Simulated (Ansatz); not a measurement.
# A basis-limit estimate, worked out

An elementary step of SiHClF2, closed shell (SiHClF₂ ([F][SiH]([F])[Cl]) → SiF₂ + HCl; Si–Cl, Si–H broken or loosened, Cl–H formed or tightened). “Start” and “end” are the PBE0-D4/def2-TZVP structures reached by relaxing down either side of its saddle point, with the molecules still in contact.

Computed with Ansatz 0.2.0 (basis: def2-TZVPP and def2-QZVPP); correlated methods freeze the cores.

Energies in eV:

| quantity | end | start |
| --- | --- | --- |
| Hartree–Fock, triple zeta (X = 3) | -25799.35962 | -25802.04882 |
| Hartree–Fock, quadruple zeta (X = 4) | -25800.23618 | -25802.92793 |
| MP2 correlation, X = 3 | -21.88783 | -21.81604 |
| MP2 correlation, X = 4 | -24.00207 | -23.95693 |
| CCSD(T) correlation, X = 3 | -23.39220 | -23.15508 |

(1) Work out the step energy at the basis limit: extrapolate Hartree–Fock as E(X) = E∞ + A exp(−7.88 √X) and the MP2 correlation as E(X) = E∞ + B X^−2.97 (the exponents that Neese and Valeev fitted for def2-TZVPP and QZVPP), then add CCSD(T) − MP2 in triple zeta.

The T1 diagnostic stays at or below 0.015. The restricted Hartree–Fock reference is unstable towards an unrestricted one at one or more of these structures.

Answers

(1) Each step is linear, so take the differences first (end − start): Hartree–Fock 2.68920 (X = 3) and 2.69175 (X = 4); MP2 correlation -0.07179 and -0.04514; CCSD(T) correlation -0.23712.
Two points give E∞ = E(4) + w [E(4) − E(3)], with w = 1/(exp(7.88 (2 − √3)) − 1) = 0.1377 for Hartree–Fock and w = 1/((4/3)^2.97 − 1) = 0.7407 for the correlation.
Hartree–Fock: 2.69175 + 0.1377 × 0.00255 = 2.6921 eV.
MP2 correlation: -0.04514 + 0.7407 × 0.02665 = -0.0254 eV.
CCSD(T) − MP2: -0.23712 − (-0.07179) = -0.1653 eV.
Sum: 2.6921 + (-0.0254) + (-0.1653) = 2.5014 eV, or 57.68 kcal/mol. Plain CCSD(T) in triple zeta gives 2.4521 eV, so the larger basis shifts the result by 0.0493 eV.

Losses and insertions of silylenes and their heavier kin drive the gas-phase chemistry of silicon and germanium vapour deposition.

Labels in which every atom is bracketed show which atoms are joined, not bond orders.

For scale, one of the runs: CCSD(T)/def2-TZVPP, 160 basis functions, launched by `ansatz run in.yaml --threads 2 --pin off --events-out ev --progress --plain --max-ram 4352MiB`. The run took 13 s on 2 CPU threads of an Intel Xeon 6975P-C (shared host), with 1.2 GiB of host memory at its peak.
